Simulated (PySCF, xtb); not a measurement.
Si(H)(F)(vinyl)(OH) (C2H5FOSi), SMILES C=C[SiH](O)F. The values are those of a single conformer.

Harmonic wavenumbers (cm⁻¹) from xtb with GFN2-xTB at its own minimum, in rising order: 48, 141, 180, 231, 281, 359, 501, 618, 664, 699, 784, 815, 927, 933, 1015, 1034, 1283, 1420, 1669, 2403, 3029, 3075, 3110, 3658.

### Question
What does PBE-D3(BJ)/def2-SVP in PySCF give at its own minimum? (Estimate from the structure and the level; the computed values follow.)

### Answer
90, 164, 213, 299, 329, 401, 520, 649, 758, 804, 850, 876, 921, 963, 976, 1009, 1231, 1368, 1618, 2233, 3052, 3069, 3149, 3759. Paired by order, the mean absolute difference is 51 cm⁻¹ and the zero-point energies are 41.3 and 41.9 kcal/mol.
